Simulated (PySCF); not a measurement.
Planning a shielding job on `C=C(CC#CC)[B@@H-]([NH3+])P`.

Method: GIAO PBE0/pcSseg-1 NMR shielding, non-relativistic, gas phase (PySCF 2.14.0, density-fitted response routines). Geometry: GFN2-xTB. Work: shieldings, charges and field gradients, density fitting. A driver script takes a list of jobs; this job's settings line and coordinates (Å) are shown.

Command:
```bash
OMP_NUM_THREADS=1 python probes_run.py task.json out
```

Input:
```
{"job": {"kind": "nmr", "xc": "PBE0", "basis": "pcSseg-1"}, "charge": 0, "multiplicity": 1}
C     -0.570289     2.148666     0.103138
C     -0.570144     0.884146     0.514365
C      0.583593     0.430010     1.388674
C      1.587610    -0.244009     0.584143
C      2.410301    -0.775156    -0.107286
C      3.391748    -1.442071    -0.938182
B     -1.667699    -0.215317     0.154177
N     -2.979610     0.546000    -0.471319
P     -1.136875    -1.447521    -1.319373
H      0.210848     2.843698     0.376903
H     -1.333090     2.568278    -0.537802
H      1.051010     1.286611     1.885766
H      0.219852    -0.264840     2.151225
H      4.119630    -0.721709    -1.311897
H      3.914664    -2.207112    -0.363661
H      2.897823    -1.916180    -1.786951
H     -2.057539    -0.845983     1.086160
H     -2.687938     1.016948    -1.323428
H     -3.343441     1.225406     0.190497
H     -3.683374    -0.151794    -0.694641
H     -0.130756    -2.096116    -0.637653
H     -0.236736    -0.602569    -1.950567
```

Hardware: one thread, Arm Neoverse N1 (aarch64), shared host. PySCF's memory limit was set to 1040 MB.

How large is the basis?

225 functions for 76 electrons, with 1177 fitting functions; the fitted three-index integrals, 1177 × 225 × 226/2 numbers of 8 bytes, come to 230 MiB.

How long does the run take?

About 88 s. The SCF took 14 cycles.

Estimate the peak memory.

About 1.1 GiB. Peak memory is the resident size of the whole Python process, interpreter and libraries included.

At this speed, how long would 500 such jobs take on 32 cores, one job a core?

500/32 gives 16 rounds of 88 s, about 23 min of wall time and 12 core-hours, if the jobs don't slow each other.

The SCF part of the output:
```
coarse grid: 18352 points
cycle   1  E = -656.6418590756  dE =  1.026e+00  |g| = 5.179e-01  |ddm| = 4.540e+00
cycle   2  E = -656.6492569431  dE = -7.398e-03  |g| = 5.075e-01  |ddm| = 1.611e+00
cycle   3  E = -656.7208496332  dE = -7.159e-02  |g| = 1.315e-01  |ddm| = 8.774e-01
cycle   4  E = -656.7243579601  dE = -3.508e-03  |g| = 6.340e-02  |ddm| = 1.707e-01
cycle   5  E = -656.7252565658  dE = -8.986e-04  |g| = 1.909e-02  |ddm| = 5.989e-02
cycle   6  E = -656.7253395717  dE = -8.301e-05  |g| = 5.985e-03  |ddm| = 2.140e-02
cycle   7  E = -656.7253475099  dE = -7.938e-06  |g| = 1.869e-03  |ddm| = 6.926e-03
final grid: 171216 points
cycle   8  E = -656.7758010909  dE = -5.453e-05  |g| = 9.988e-03  |ddm| = 5.788e-02
cycle   9  E = -656.7757892436  dE =  1.185e-05  |g| = 1.215e-02  |ddm| = 2.464e-02
cycle  10  E = -656.7758263924  dE = -3.715e-05  |g| = 1.909e-03  |ddm| = 1.441e-02
cycle  11  E = -656.7758272336  dE = -8.412e-07  |g| = 5.343e-04  |ddm| = 1.782e-03
cycle  12  E = -656.7758272984  dE = -6.476e-08  |g| = 1.546e-04  |ddm| = 6.105e-04
cycle  13  E = -656.7758273041  dE = -5.721e-09  |g| = 3.624e-05  |ddm| = 2.161e-04
cycle  14  E = -656.7758273044  dE = -2.735e-10  |g| = 1.774e-05  |ddm| = 6.059e-05
converged SCF energy = -656.7758273044
```

On the final grid dE counts from the start density on that grid.

Times come from a shared host and carry two figures at best.
